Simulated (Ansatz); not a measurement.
Geometry optimisation, Ansatz, RHF/def2-TZVP.

Input file:

```yaml
crystal:
  periodic: [false, false, false]
  atoms:
    - { symbol: Ga, position_ang: [0.0, 0.0, 0.0] }
    - { symbol: H, position_ang: [0.0, 0.0, 1.92] }
    - { symbol: H, position_ang: [1.3596, 0.0, -0.785] }
    - { symbol: H, position_ang: [-1.3596, 0.0, -0.785] }
    - { symbol: "N", position_ang: [0.0932, -2.1142, 0.7032] }
    - { symbol: H, position_ang: [-0.4251, -2.8722, 0.1737] }
    - { symbol: H, position_ang: [0.6559, -2.3611, 1.5669] }
    - { symbol: H, position_ang: [0.0454, -1.0306, 1.8459] }
basis:
  gaussian: { orbitals: def2-TZVP }
hamiltonian:
  xc: hf
relax:
  f_tol: 0.15
  max_steps: 25
  restrain:
    - { distance: [0, 4], at: 3.13, k: 30.0 }
    - { distance: [7, 1], at: 1.86, k: 30.0 }
    - { distance: [0, 1], at: 1.57, k: 30.0 }
    - { distance: [7, 4], at: 1.06, k: 30.0 }
```

Command:

```bash
$ ansatz run input.yaml --threads 2 --pin off --max-ram 3072MiB --backend cpu --events-out ev --progress --plain --runs-dir out
```

**Question.** Where does it end, and by what steps?

**Answer.** The run converged. The restraints hold the end off the free minimum. After 9 steps the energy has fallen by 3.357 eV (the restraints' own energy left out); N5 moved furthest, 0.78 Å. Joined: N5–H8 (1.58 → 1.03 Å).

```json
{"step": "0", "energy less start (eV)": "0.0000", "largest force component (eV/Å)": "3.771", "accepted": "yes"}
{"step": "1", "energy less start (eV)": "0.2314", "largest force component (eV/Å)": "4.180", "accepted": "yes"}
{"step": "2", "energy less start (eV)": "-0.7403", "largest force component (eV/Å)": "4.866", "accepted": "yes"}
{"step": "3", "energy less start (eV)": "-1.9793", "largest force component (eV/Å)": "4.850", "accepted": "yes"}
{"step": "4", "energy less start (eV)": "-2.8000", "largest force component (eV/Å)": "2.321", "accepted": "yes"}
{"step": "5", "energy less start (eV)": "-3.2727", "largest force component (eV/Å)": "1.837", "accepted": "yes"}
{"step": "6", "energy less start (eV)": "-3.3378", "largest force component (eV/Å)": "1.430", "accepted": "yes"}
{"step": "7", "energy less start (eV)": "-3.3564", "largest force component (eV/Å)": "1.476", "accepted": "yes"}
{"step": "8", "energy less start (eV)": "-3.3022", "largest force component (eV/Å)": "1.600", "accepted": "no"}
{"step": "9", "energy less start (eV)": "-3.3573", "largest force component (eV/Å)": "1.488", "accepted": "yes"}
```

```xyz
8
Properties=species:S:1:pos:R:3
Ga 0.027 0.274 -0.046
H -0.131 0.299 1.517
H 1.455 0.401 -0.691
H -1.258 0.114 -0.941
N 0.019 -2.519 1.368
H -0.602 -2.717 0.610
H 0.970 -2.665 1.102
H -0.112 -1.566 1.722
```

The run took 5.5 s on 2 threads of Intel(R) Xeon(R) 6975P-C (Granite Rapids), with other jobs on the host, peak memory 0.21 GiB.
